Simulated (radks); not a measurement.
Results of a calculation; reference values are marked as such.
Valence configurations of Pm III (all share [Xe]). Level of theory: scalar-relativistic Kohn-Sham, SCAN, spin-polarised, spherical densities, finite nucleus; open shells are filled with parallel spins first (spin-orbit coupling, left out, can overturn this in heavy ions); meta-GGA in the generalised Kohn-Sham scheme; Fermi nuclear charge, rms radius 4.962 fm (a radial shooting solver on a logarithmic mesh with Libxc functionals). Order these by energy: 4f4.5 6p0.5; 4f3 6s1 6p1; 4f4 6s0.5 6p0.5; 4f5; 4f4 5d1; 4f4 6p1.

Answer. From the lowest, in eV above it: 4f5 0.000; 4f4.5 6p0.5 4.188; 4f4 5d1 4.629; 4f4 6s0.5 6p0.5 7.824; 4f4 6p1 9.983; 4f3 6s1 6p1 22.614. NIST lists [Xe] 4f5 as the ground configuration; this level of theory agrees among the configurations tried. The energies are those of spherical high-spin densities, not of single terms. No valid solution was reached for [Xe] 4f4 6s1; [Xe] 4f2 6s2 6p1.
